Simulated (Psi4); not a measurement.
Psi4 input (wB97X-D/6-311+G**):

```
memory 1500 MB

molecule {
0 2
O    -2.09899100    0.33409200    0.37067800
C    -0.97246400    0.15478500    0.17173500
B     0.48534000   -0.07725000   -0.08571000
F     1.22605800    0.90572000   -0.58752300
F     1.01838700   -1.26296300    0.19115800
symmetry c1
no_reorient
no_com
}

set {
  basis 6-311+G**
  reference uks
  scf_type pk
  dft_radial_points 99
  dft_spherical_points 590
  e_convergence 1e-8
  d_convergence 1e-7
  maxiter 150
}

e = energy('wb97x-d')
print_out(f'\nFINAL {e:.10f} DIPOLE {variable("CURRENT DIPOLE")[0]:.6f} {variable("CURRENT DIPOLE")[1]:.6f} {variable("CURRENT DIPOLE")[2]:.6f}\n')
```

Output:

```
   => Loading Basis Set <=

    Name: 6-311+G**
    Role: ORBITAL
    Keyword: BASIS
    atoms 1   entry O          line   171 file 6-311pgss.gbs
    atoms 2   entry C          line   129 file 6-311pgss.gbs
    atoms 3   entry B          line   108 file 6-311pgss.gbs
    atoms 4-5 entry F          line   192 file 6-311pgss.gbs

   => WB97X-D: Empirical Dispersion <=

    Chai and Head-Gordon Dispersion Correction
    Chai, J.-D.; Head-Gordon, M. (2010), J. Chem. Phys., 132: 6615-6620

        s6 =       1.000000

         ---------------------------------------------------------
                                   SCF
               by Justin Turney, Rob Parrish, Andy Simmonett
                          and Daniel G. A. Smith
                              UKS Reference
         ---------------------------------------------------------

  ==> Geometry <==

    Molecular point group: c1
    Full point group: C1

    Geometry (in Angstrom), charge = 0, multiplicity = 2:

       Center              X                  Y                   Z               Mass
    ------------   -----------------  -----------------  -----------------  -----------------
         O           -2.098991000000     0.334092000000     0.370678000000    15.994914619570
         C           -0.972464000000     0.154785000000     0.171735000000    12.000000000000
         B            0.485340000000    -0.077250000000    -0.085710000000    11.009305360000
         F            1.226058000000     0.905720000000    -0.587523000000    18.998403162730
         F            1.018387000000    -1.262963000000     0.191158000000    18.998403162730

  Running in c1 symmetry.

  Rotational constants: A =      0.33154  B =      0.12064  C =      0.08845 [cm^-1]
  Rotational constants: A =   9939.41117  B =   3616.57670  C =   2651.71695 [MHz]
  Nuclear repulsion =  139.966891879717650

  Charge       = 0
  Multiplicity = 2
  Electrons    = 37
  Nalpha       = 19
  Nbeta        = 18

  ==> Algorithm <==

  SCF Algorithm Type is PK.
  DIIS enabled.
  MOM disabled.
  Fractional occupation disabled.
  Guess Type is SAD.
  Energy threshold   = 1.00e-08
  Density threshold  = 1.00e-07
[...]
      98A      5.112645    99A      5.693973   100A      6.345510
     101A      6.345511   102A      6.381586   103A      6.425304
     104A      6.484512   105A      6.695386   106A     14.751176
     107A     24.072378   108A     50.077065   109A     66.897010
     110A     66.899180

    Beta Occupied:

       1A    -24.840138     2A    -24.840132     3A    -19.355796
       4A    -10.420653     5A     -6.991549     6A     -1.358126
       7A     -1.333849     8A     -1.253166     9A     -0.758770
      10A     -0.675686    11A     -0.648723    12A     -0.631306
      13A     -0.596914    14A     -0.565494    15A     -0.541947
      16A     -0.540476    17A     -0.538409    18A     -0.531107

    Beta Virtual:

      19A     -0.036488    20A     -0.005918    21A      0.045889
      22A      0.078893    23A      0.084881    24A      0.085605
      25A      0.121539    26A      0.140589    27A      0.142428
      28A      0.160678    29A      0.180272    30A      0.217091
      31A      0.303657    32A      0.308532    33A      0.311726
      34A      0.317245    35A      0.329244    36A      0.332704
      37A      0.352974    38A      0.365275    39A      0.394723
      40A      0.404914    41A      0.409138    42A      0.413642
      43A      0.429584    44A      0.473371    45A      0.497385
      46A      0.541927    47A      0.599509    48A      0.617780
      49A      0.656470    50A      0.755849    51A      0.804136
      52A      0.868674    53A      0.961323    54A      0.966446
      55A      1.027984    56A      1.158000    57A      1.165729
      58A      1.172329    59A      1.225919    60A      1.239665
      61A      1.312301    62A      1.326785    63A      1.376750
      64A      1.416037    65A      1.421693    66A      1.423497
      67A      1.442008    68A      1.454305    69A      1.557320
      70A      1.693290    71A      1.713730    72A      1.835063
      73A      1.943685    74A      2.026088    75A      2.051062
      76A      2.365482    77A      2.464689    78A      2.702871
      79A      2.788698    80A      2.862663    81A      2.869967
      82A      2.873814    83A      3.454932    84A      3.467393
      85A      3.476377    86A      3.828175    87A      3.842644
      88A      3.844807    89A      3.855257    90A      3.919604
      91A      4.031967    92A      4.075948    93A      4.098626
      94A      4.295137    95A      4.545769    96A      4.629443
      97A      5.100035    98A      5.119367    99A      5.703132
     100A      6.346502   101A      6.350847   102A      6.386902
     103A      6.426142   104A      6.485927   105A      6.696760
     106A     14.758933   107A     24.080729   108A     50.083395
     109A     66.897913   110A     66.900082

    Final Occupation by Irrep:
              A
    DOCC [    18 ]
    SOCC [     1 ]
    NA   [    19 ]
    NB   [    18 ]

  @UKS Final Energy:  -337.92936759815763

   => Energetics <=

    Nuclear Repulsion Energy =            139.9668918797176502
    One-Electron Energy =                -743.7055089763899787
    Two-Electron Energy =                 293.2681572629941229
    DFT Exchange-Correlation Energy =     -27.4582815101943361
    Empirical Dispersion Energy =          -0.0006262542850824
    VV10 Nonlocal Energy =                  0.0000000000000000
    Total Energy =                       -337.9293675981576257

  UHF NO Occupations:
  HONO-2 :   17  A 1.9997973
  HONO-1 :   18  A 1.9993595
  HONO-0 :   19  A 1.0000000
  LUNO+0 :   20  A 0.0006405
  LUNO+1 :   21  A 0.0002027
  LUNO+2 :   22  A 0.0000670
  LUNO+3 :   23  A 0.0000609

Computation Completed

Properties will be evaluated at   0.000000,   0.000000,   0.000000 [a0]

Properties computed using the SCF density matrix

 Multipole Moments:

 ------------------------------------------------------------------------------------
     Multipole            Electronic (a.u.)      Nuclear  (a.u.)        Total (a.u.)
 ------------------------------------------------------------------------------------

 L = 1.  Multiply by 2.5417464519 to convert [e a0] to [Debye]
 Dipole X            :         -0.1846605           -0.0000132           -0.1846737
 Dipole Y            :          0.0293778            0.0000170            0.0293949
 Dipole Z            :          0.0326150           -0.0000019            0.0326131
 Magnitude           :                                                    0.1898211

 ------------------------------------------------------------------------------------

FINAL -337.9293675982 DIPOLE -0.184674 0.029395 0.032613

*** Psi4 exiting successfully. Buy a developer a beer!
```

The geometry given is a B3LYP-D3(BJ)/def2-TZVP minimum.
